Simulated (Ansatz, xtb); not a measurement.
**FH2N2Si: where a starting geometry ends**

The starting geometry of this gas-phase doublet has its atoms placed at random.

```xyz
6

F     0.4446   -1.1671    0.8892
N     1.4181    0.4880    0.8062
N     1.3037   -0.6603   -0.2473
Si   -0.8704    1.3917    1.1902
H    -0.2016   -0.0057    0.8881
H    -1.6324    0.7378   -0.5904
```

Q: One run relaxed it with r2SCAN-D4/def2-SVP. What is a likely outcome?

A: It loosens into HN2Si + FH, which stay close as a complex. Distances that change by over a tenth: F1–N3 (1.51 → 4.25 Å), N2–N3 (1.56 → 1.13 Å). Contacts that open: Si4–H5 (1.58 → 2.64 Å). Contacts that close: F1–H5 (1.33 → 0.93 Å), N2–Si4 (2.49 → 1.82 Å), Si4–H6 (2.04 → 1.52 Å).

The energy falls by 10.04 eV over 30 steps:

| step | E − E(last) (eV) |
| --- | --- |
| 1 | 10.039 |
| 4 | 3.915 |
| 7 | 2.138 |
| 11 | 0.722 |
| 14 | 0.100 |
| 17 | 0.005 |
| 20 | 0.001 |
| 24 | 0.001 |
| 27 | 0.000 |
| 30 | 0.000 |

Final geometry (Å):

```tsv
atom	x (Å)	y (Å)	z (Å)
F	-0.6724	-1.8640	1.2996
N	1.1440	0.8898	-0.0730
N	2.2074	0.7346	-0.4300
Si	-0.4419	1.1627	0.7737
H	-0.6514	-1.1952	1.9450
H	-1.1237	1.0564	-0.5794
```

From the same start GFN2-xTB ends elsewhere, at `[N]=N[SiH2]F`.

From so rough a start the end depends on the optimiser's path, so another program may land elsewhere. The end wasn't checked by frequencies. Open shells are spin-unrestricted. Run with Ansatz 0.2.0, 2.9 min on 1 thread of Intel(R) Xeon(R) Platinum 8259CL CPU @ 2.50GHz (Skylake/Cascade Lake), with other jobs on the host.
